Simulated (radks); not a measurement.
Question: Neutral germanium, 32 electrons, occupied as [Ar] 3d10 4s1 4p2 4d1 (not the ground configuration). Calculated with a radial shooting solver on a logarithmic mesh with Libxc functionals: Dirac Kohn-Sham, PBEsol, spin-unpolarised, spherical densities, finite nucleus; open shells are shared between the two j in proportion to 2j + 1; Fermi nuclear charge, rms radius 4.0742 fm. Some entries of the table are withheld. Estimate them.

| orbital | occ. | eigenvalue (hartree) | <r> (bohr) |
|---|---|---|---|
| 1s1/2 | 2 | -402.6145 | 0.04702 |
| 2s1/2 | 2 | -50.60383 | 0.2099 |
| 2p1/2 | 2 | -45.05257 | 0.1813 |
| 2p3/2 | 4 | -43.88271 | 0.1849 |
| 3s1/2 | 2 | -6.43294 | 0.6246 |
| 3p1/2 | 2 | (1) | (2) |
| 3p3/2 | 4 | (3) | (4) |
| 3d3/2 | 4 | (5) | 0.7296 |
| 3d5/2 | 6 | (6) | 0.7348 |
| 4s1/2 | 1 | (7) | 2.015 |
| 4p1/2 | 0.666667 | -0.31082 | 2.511 |
| 4p3/2 | 1.33333 | -0.30152 | 2.551 |
| 5s1/2 | 0 | -0.07778 | 6.586 |
| 5p1/2 | 0 | -0.03948 | (8) |
| 5p3/2 | 0 | -0.03886 | (9) |
| 4d3/2 | 0.4 | (10) | 8.334 |
| 4d5/2 | 0.6 | (11) | 8.362 |

Answer: 
(1) 3p1/2 eigenvalue (hartree): -4.60326
(2) 3p1/2 <r> (bohr): 0.6400
(3) 3p3/2 eigenvalue (hartree): -4.44603
(4) 3p3/2 <r> (bohr): 0.6507
(5) 3d3/2 eigenvalue (hartree): -1.34380
(6) 3d5/2 eigenvalue (hartree): -1.32221
(7) 4s1/2 eigenvalue (hartree): -0.62556
(8) 5p1/2 <r> (bohr): 9.079
(9) 5p3/2 <r> (bohr): 9.164
(10) 4d3/2 eigenvalue (hartree): -0.02446
(11) 4d5/2 eigenvalue (hartree): -0.02436
